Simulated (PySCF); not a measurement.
Compound: C3H7FOSi.
Z-matrix (Å and degrees, PBE0-D3(BJ)/def2-SVP geometry), rows numbered from 1:
```
F 
Si  1  1.6242
C   2  1.8741  1  111.90
C   3  1.5381  2  100.94  1   130.12
C   4  1.5314  3  107.72  2   -32.18
O   5  1.4186  4  108.49  3    41.41
H   2  1.4813  1  105.57  3  -132.72
H   3  1.0994  2  115.70  1  -107.49
H   3  1.1039  2  108.27  1    12.99
H   4  1.1016  3  112.82  2  -155.34
H   4  1.1031  3  109.38  2    85.66
H   5  1.1066  4  110.60  3   -78.96
H   5  1.1009  4  111.80  3   161.28
```

Computed, not measured: PBE0-D3(BJ)/def2-SVP geometry optimisation, gas phase (PySCF 2.14.0).

Masses are those of the commonest isotopes; rigid-rotor values at the optimised geometry. The values belong to one conformer with, in the numbering `[F:1][Si@H:2]1[CH2:3][CH2:4][CH2:5][O:6]1`, F1–Si2–C3–C4 130°, Si2–C3–C4–C5 -32°, C3–C4–C5–O6 41°, C4–C5–O6–Si2 -30°.

**Question.** What are A, B and C (cm⁻¹)?

**Answer.** Ia = 96.73, Ib = 205.38, Ic = 255.68 u·Å²; 505379 MHz·u·Å²/I gives 5225, 2461 and 1977 MHz, that is A = 0.17428, B = 0.08208, C = 0.06593 cm⁻¹.

**Question.** What kind of rotor is it?

**Answer.** An asymmetric top. Ray's parameter κ = (2B − A − C)/(A − C) = -0.702; −1 is the prolate and +1 the oblate limit.

**Question.** What does the inertial defect say?

**Answer.** Not planar: Δ = Ic − Ia − Ib = -46.42 u·Å². For a rigid frame Δ = −2 Σ m c², so Σ m c² = 23.21 u·Å² lies off the ab plane: 8.62 from hydrogen and 14.59 from heavier atoms. The atom farthest from that plane is 1.82 Å away.

**Question.** Give the other two planar moments, Paa and Pbb, and the rms extents of the mass along the axes.

**Answer.** Paa = Σ m a² = (Ib + Ic − Ia)/2 = 182.17 and Pbb = Σ m b² = (Ia + Ic − Ib)/2 = 73.52 u·Å². With the mass M = 106.03 u, the rms extents √(P/M) along a, b and c are 1.31, 0.83, 0.47 Å.

**Question.** Give the coordinates in the principal-axis frame, origin at the centre of mass.

**Answer.** The sense of each axis is arbitrary; atoms in the order of the calculation.
| atom | mass (u) | a (Å) | b (Å) | c (Å) |
| --- | --- | --- | --- | --- |
| F1 | 18.998 | 1.998 | -0.005 | -0.551 |
| Si2 | 27.977 | 0.727 | 0.083 | 0.457 |
| C3 | 12.000 | -0.496 | 1.400 | -0.074 |
| C4 | 12.000 | -1.814 | 0.607 | -0.036 |
| C5 | 12.000 | -1.495 | -0.845 | -0.404 |
| O6 | 15.995 | -0.289 | -1.219 | 0.243 |
| H7 | 1.008 | 1.302 | 0.100 | 1.822 |
| H8 | 1.008 | -0.520 | 2.306 | 0.547 |
| H9 | 1.008 | -0.243 | 1.713 | -1.102 |
| H10 | 1.008 | -2.585 | 1.028 | -0.701 |
| H11 | 1.008 | -2.223 | 0.628 | 0.988 |
| H12 | 1.008 | -1.380 | -0.952 | -1.499 |
| H13 | 1.008 | -2.294 | -1.532 | -0.086 |

**Question.** Where do the levels up to J = 4 lie, in K?

**Answer.** Above 0(0,0), as E/k:
J = 1: 1(0,1) 0.213, 1(1,1) 0.346, 1(1,0) 0.369
J = 2: 2(0,2) 0.636, 2(1,2) 0.748, 2(1,1) 0.818, 2(2,1) 1.216, 2(2,0) 1.219
J = 3: 3(0,3) 1.264, 3(1,3) 1.351, 3(1,2) 1.490, 3(2,2) 1.855, 3(2,1) 1.869, 3(3,1) 2.578, 3(3,0) 2.578
J = 4: 4(0,4) 2.090, 4(1,4) 2.151, 4(1,3) 2.382, 4(2,3) 2.704, 4(2,2) 2.744, 4(3,2) 3.435, 4(3,1) 3.436, 4(4,1) 4.440, 4(4,0) 4.440

**Question.** Which types of transition are allowed, and where do some lines up to J = 3 fall?

**Answer.** The dipole components are |μa| = 2.12 D, |μb| = 1.58 D, |μc| = 0.21 D. Intensities carry the squares of the components, which stand as 1.00 : 0.56 : 0.01 (a : b : c). Some lines, for components of 0.1 D or more:

| type | branch | J(Ka,Kc) | MHz | lower level (cm⁻¹) |
| --- | --- | --- | --- | --- |
| a | Q | 2(1,1) ← 2(1,2) | 1453 | 0.520 |
| c | Q | 3(1,3) ← 3(0,3) | 1805 | 0.879 |
| c | Q | 2(1,2) ← 2(0,2) | 2338 | 0.442 |
| a | Q | 3(1,2) ← 3(1,3) | 2901 | 0.939 |
| a | R | 1(0,1) ← 0(0,0) | 4437 | 0.000 |
| b | Q | 3(1,2) ← 3(0,3) | 4705 | 0.879 |
| b | R | 3(1,2) ← 2(2,1) | 5707 | 0.845 |
| b | R | 1(1,1) ← 0(0,0) | 7201 | 0.000 |
| c | Q | 2(2,1) ← 2(1,1) | 8292 | 0.569 |
| b | Q | 2(2,0) ← 2(1,1) | 8350 | 0.569 |
| a | R | 2(1,2) ← 1(1,1) | 8390 | 0.240 |
| a | R | 2(1,1) ← 1(1,0) | 9359 | 0.256 |
| b | Q | 3(2,2) ← 3(1,3) | 10505 | 0.939 |
| b | R | 3(0,3) ← 2(1,2) | 10746 | 0.520 |
| c | Q | 3(3,1) ← 3(2,1) | 14779 | 1.299 |
| b | Q | 3(3,0) ← 3(2,1) | 14784 | 1.299 |
| b | R | 3(1,3) ← 2(0,2) | 14889 | 0.442 |
| b | R | 2(2,1) ← 1(1,0) | 17651 | 0.256 |
| c | R | 3(1,2) ← 2(0,2) | 17790 | 0.442 |
| c | R | 2(2,1) ← 1(1,1) | 18135 | 0.240 |
| b | R | 2(2,0) ← 1(1,1) | 18193 | 0.240 |
| b | R | 3(3,0) ← 2(2,1) | 28381 | 0.845 |

**Question.** Estimate the classical rotational partition function at 25 K, 200 K and 298.15 K.

**Answer.** Point group C1, symmetry number σ = 1; q = (√π/σ)·√((kT/h)³/(ABC)), k/h = 20836.6 MHz/K: 4180 at 25 K, 94600 at 200 K, 172000 at 298.15 K.

Whether it is a minimum is left open (no frequencies). These are rigid-rotor constants of the computed structure; measured ground-state constants (B0) also hold zero-point vibration.
